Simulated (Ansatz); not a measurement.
```xyz
11

C    -1.736    1.656   -0.224
C    -1.050    0.539   -0.397
S    -0.796   -0.512   -1.859
Si   -0.013   -0.855    0.050
C     1.794   -0.775    0.395
F    -0.640   -2.033    0.915
H    -2.289    2.133   -1.026
H    -1.762    2.128    0.752
H     1.973   -0.627    1.462
H     2.279   -1.706    0.094
H     2.239    0.051   -0.161
```

Charge 0, multiplicity 1.

List the ωB97M-V/def2-TZVPP orbital energies in eV (the Gaussian-basis code of Ansatz). (Best estimate.)

Computed: Occupied: -2426.73, -1808.44, -677.73, -282.35, -281.69, -281.58, -220.70, -163.80, -163.73, -163.65, -149.37, -103.53, -103.50, -103.43, -36.29, -25.49, -23.11, -22.59, -18.15, -17.35, -15.74, -15.51, -15.38, -14.77, -14.47, -14.41, -13.24, -11.87, -11.06, -10.01, -8.73. Lowest empty: 1.36, 1.95, 2.51, 2.77, 3.53, 3.79, 4.11, 4.20.
